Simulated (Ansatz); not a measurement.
Total energies of ZnMe2 (C2H6Zn) from Ansatz at r2SCAN-D4/def2-TZVPD, gas phase (1 Eh = 27.2114 eV = 2625.5 kJ/mol). The reference geometry is relaxed at r2SCAN-D4/def2-TZVP.

```xyz
9

Zn   -0.001    0.001    0.000
C     0.704   -0.199   -1.791
H     1.117    0.743   -2.164
H    -0.074   -0.518   -2.491
H     1.502   -0.945   -1.823
C    -0.704    0.199    1.791
H     0.090    0.432    2.506
H    -1.193   -0.719    2.129
H    -1.442    1.005    1.843
```

```
                 state   geometry  energy (Eh)
      charge 0 singlet  reference  -1859.17412
     charge -1 doublet  reference  -1859.14786
free Zn atom (singlet)          –  -1779.37412
 free C atom (triplet)          –    -37.83299
 free H atom (doublet)          –     -0.49993
```

Question: Work out the vertical electron affinity, to the doublet.

Answer: E(charge 0 singlet) − E(charge -1 doublet) = -1859.17412 − (-1859.14786) = -0.02626 Eh = -0.71 eV; negative, so the extra electron isn't bound.

Question: What is the binding energy per atom against free atoms?

Answer: Atoms: 1 × (-1779.37412) + 2 × (-37.83299) + 6 × (-0.49993) = -1858.03968 Eh. Binding: -1858.03968 − (-1859.17412) = 1.13444 Eh = 30.87 eV, or 3.43 eV for each of 9 atoms (no zero-point energy, no counterpoise term).

At r2SCAN-D4/def2-TZVPD the highest occupied level of the charge -1 doublet lies above zero (up to 1.85 eV). By energy differences it is unbound by 0.71 eV (vertical, to the charge 0 singlet, at r2SCAN-D4/def2-TZVPD) and held by the finite basis.
